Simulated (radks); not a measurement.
Results of a calculation; reference values are marked as such.
Species: Sb. Configuration: [Kr] 4d10 5s2 5p3. Code: a radial shooting solver on a logarithmic mesh with Libxc functionals. Model: Dirac Kohn-Sham, PBE, spin-unpolarised, spherical densities, point nucleus; open shells are shared between the two j in proportion to 2j + 1.

Spin-orbit splittings of the eigenvalues, e(l+1/2) - e(l-1/2), with zeta = 2 splitting/(2l+1) and mean radii in bohr:

| shell | occ. | splitting (eV) | zeta (eV) | <r> j=l-1/2 | <r> j=l+1/2 |
|---|---|---|---|---|---|
| 2p | 6 | 251.8 | 167.9 | 0.1033 | 0.1087 |
| 3p | 6 | 46.47 | 30.98 | 0.3208 | 0.3321 |
| 3d | 10 | 9.656 | 3.862 | 0.3033 | 0.3069 |
| 4p | 6 | 8.587 | 5.725 | 0.8325 | 0.8617 |
| 4d | 10 | 1.243 | 0.4972 | 1.023 | 1.036 |
| 5p | 3 | 0.6077 | 0.4051 | 2.824 | 2.966 |
